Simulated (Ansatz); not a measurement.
Ansatz (a program for electronic structure) input:

Ansatz 0.2 input:
```yaml
crystal:
  periodic: [false, false, false]
  atoms:
    - {symbol: Si, position_ang: [0.35007667, 0.22805658, -0.38526452]}
    - {symbol: C, position_ang: [1.35411753, -1.33597481, -0.56239999]}
    - {symbol: Cl, position_ang: [1.64278778, 1.62301812, 0.62240733]}
    - {symbol: N, position_ang: [-1.06468884, 0.03125935, 0.49459783]}
    - {symbol: Si, position_ang: [-2.38288787, -1.15087169, -0.09607562]}
    - {symbol: H, position_ang: [0.23708359, 0.87151900, -1.72316731]}
    - {symbol: H, position_ang: [0.76421254, -2.08496746, -1.09132872]}
    - {symbol: H, position_ang: [2.27646158, -1.14052121, -1.11448017]}
    - {symbol: H, position_ang: [1.60573558, -1.73302755, 0.42275639]}
    - {symbol: H, position_ang: [-1.42236351, 0.82175016, 1.00537007]}
    - {symbol: H, position_ang: [-1.61687022, -2.46309209, 0.16518698]}
    - {symbol: H, position_ang: [-1.98417845, -1.14652385, -1.59428473]}
basis:
  gaussian:
    orbitals: def2-TZVPD
hamiltonian:
  xc: {name: r2SCAN}
total_charge: -1
output: {forces: true}
```

Q: What final total energy does it print?

A: -1136.31313 Eh (r2SCAN/def2-TZVPD). The basis has 269 functions.

It need not be the lowest isomer of its formula. Whether it binds its extra electron was not tested at this geometry.
